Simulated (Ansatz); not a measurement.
Relaxation of BF2H4NO (9 atoms, charge 0, multiplicity 1), to a largest force component of 0.03 eV/Å in at most 50 steps.

These are results of RHF/def2-SVP (Ansatz), not measurements.

```xyz
9
Properties=species:S:1:pos:R:3:forces:R:3
B 0.056 -0.214 0.220 -0.05 -0.38 1.92
N -0.003 -0.230 1.707 0.02 0.21 -1.89
H -0.770 -0.680 2.165 0.02 0.00 0.02
H 0.860 -0.366 2.195 0.00 0.00 0.00
F 1.238 -0.023 -0.330 0.03 0.00 -0.02
O -0.993 -0.458 -0.576 -0.07 0.00 -0.13
H -1.843 -0.508 -0.173 0.08 0.00 0.04
F -0.408 2.265 0.436 -0.03 0.25 0.31
H -0.291 1.966 1.287 -0.01 -0.08 -0.24
```

Q: Where does it end, and by what steps?

A: It converged. After 10 steps the energy has fallen by 0.234 eV; F8 moved furthest, 0.80 Å.

```tsv
step	energy less start (eV)	largest force component (eV/Å)	accepted
0	0.0000	1.918	yes
1	-0.0574	2.286	yes
2	-0.1514	1.566	yes
3	-0.1915	1.004	yes
4	-0.2167	0.769	yes
5	-0.2283	0.209	yes
6	-0.2285	0.330	yes
7	-0.2334	0.075	yes
8	-0.2337	0.108	yes
9	-0.2339	0.094	yes
10	-0.2342	0.021	yes
```

```xyz
9
Properties=species:S:1:pos:R:3
B 0.118 -0.459 0.151
N 0.057 -0.076 1.527
H -0.764 -0.258 2.071
H 0.894 -0.162 2.071
F 1.314 -0.605 -0.389
O -0.951 -0.651 -0.637
H -1.797 -0.469 -0.264
F -0.705 2.614 1.088
H -0.320 1.819 1.315
```

Whether the end is a true minimum wasn't checked by a vibrational analysis.

The run took 20 s on 1 thread of Arm Neoverse V2, on a shared host, peak memory 0.16 GiB.
